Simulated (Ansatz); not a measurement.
`CN[SiH2]N` → `N[SiH3]` + `C=N`  (β-hydride elimination)

Gas-phase electronic energies from Ansatz, PBE0-D4/def2-TZVP geometries. CBS: MP2 limit from def2 TZ/QZ plus the TZ coupled-cluster correction, frozen cores. This one scheme is used for every species. Functionals use def2-TZVPP. HSE06 is defined as in plane-wave codes. One conformer a species, not always the lowest.

`CN[SiH2]N`:

```xyz
12

C    -0.624    0.776    1.657
N    -0.045   -0.188    0.751
Si    0.441    0.130   -0.858
N     0.366   -1.335   -1.739
H    -1.398    0.319    2.282
H    -1.102    1.572    1.081
H     0.110    1.248    2.321
H     0.351   -0.995    1.207
H     1.846    0.590   -1.074
H    -0.465    1.238   -1.285
H     1.014   -1.513   -2.487
H    -0.496   -1.841   -1.856
```

`N[SiH3]`:

```xyz
7

N     0.434   -0.393    0.892
Si   -0.255    0.139   -0.592
H    -0.151   -0.492    1.705
H     1.356   -0.081    1.153
H    -1.469   -0.677   -0.850
H    -0.666    1.575   -0.644
H     0.751   -0.072   -1.664
```

`C=N`:

Cartesian coordinates in Å:
```
C 0.263 -0.204 0.203
N -0.786 -0.105 -0.489
H 0.912 0.634 0.483
H 0.566 -1.190 0.561
H -0.955 0.865 -0.758
```

Q: Is it downhill or uphill in electronic energy at CCSD(T)/CBS, and by how much? (An estimate is asked.)

A: Ansatz gave: Uphill: ΔE = +188.0 kJ/mol.

Q: What do these levels give: PBE-D4, revPBE-D4, r2SCAN0-D4, HSE06-D4, B2PLYP, BLYP, r2SCANh, r2SCAN0, BHLYP, LC-ωPBE, CCSD(T)/def2-TZVPP, HF/CBS(def2)? (Estimate.)

A: The calculation gave: PBE-D4 187.5, revPBE-D4 180.8, r2SCAN0-D4 205.9, HSE06-D4 200.9, B2PLYP 178.0, BLYP 149.0, r2SCANh 197.0, r2SCAN0 203.1, BHLYP 185.5, LC-ωPBE 202.1, CCSD(T)/def2-TZVPP 180.3, HF/CBS(def2) 165.0 kJ/mol.

Q: What do rigid-rotor, harmonic-oscillator terms from PBE0-D4/def2-TZVP frequencies (298.15 K, 1 bar) make of the CCSD(T)/CBS value? (An estimate is asked.)

A: Computed: ΔZPE = -20.2 kJ/mol, ΔH = +171.1 kJ/mol, ΔS = 161 J/(mol·K), ΔG = +123.2 kJ/mol.

Largest T1 diagnostic among the species: 0.012.

At CCSD(T), def2-SVP lies −23.4 kJ/mol from the extrapolated value and def2-TZVPP −7.7 kJ/mol. From PBE to PBE0 (25 % exact exchange), in def2-TZVPP and without D4, ΔE moves by +15.0 kJ/mol. The D4 term adds +13.9 kJ/mol with B3LYP and +7.6 kJ/mol with PBE0; it sums over pairs of atoms, weighted by their polarisabilities, and B3LYP, whose exchange is more repulsive, gets the larger term.

B3LYP here is the variant with VWN-RPA as its local correlation; programs differ in this.
